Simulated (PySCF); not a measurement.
## MZn for M along the chalcogens

PBE with triple-zeta basis sets in PySCF, for the lowest determinant that a PBE0 search found; no spin–orbit coupling. De refers to high-spin ground-configuration atoms. A positive dipole means M(−)Zn(+).

```tsv
M	basis	state (unpaired electrons)	Re (Å)	ωe (cm⁻¹)	De (eV)	μ (D)
O	def2-TZVPP	triplet (σ ↑, π ↑)	1.883	491	1.63	2.11
S	def2-TZVPP	singlet (closed shell)	2.064	453	1.66	4.80
Se	def2-TZVPP	singlet (closed shell)	2.189	323	1.40	4.52
```

The shortest bond is that of ZnO (1.883 Å), the longest that of ZnSe (2.189 Å).

The state changes along the series, so neighbouring rows are not always alike in their bonding.

States were picked by a PBE0 search and need not be the measured ground states.
